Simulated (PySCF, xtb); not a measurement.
Si(AsH2)(F)(OH)2 (AsFH4O2Si), SMILES O[Si](O)(F)[AsH2]. One conformer was computed; it need not be the lowest.

Harmonic wavenumbers (cm⁻¹) from GFN2-xTB run with xtb 6.7.1 at its own minimum, in rising order: 36, 110, 119, 179, 218, 228, 279, 320, 428, 656, 678, 741, 806, 823, 884, 956, 1004, 1925, 1955, 3620, 3686.

Question: What does PBE-D3(BJ)/def2-SVP (PySCF) give at its own minimum? (An estimate is asked for; the answer gives what the named calculation found.)

Answer: 87, 130, 136, 198, 217, 233, 302, 334, 427, 570, 619, 756, 784, 841, 906, 940, 962, 2134, 2150, 3733, 3765. Paired by order, the mean absolute difference is 49 cm⁻¹ and the zero-point energies are 28.1 and 28.9 kcal/mol.
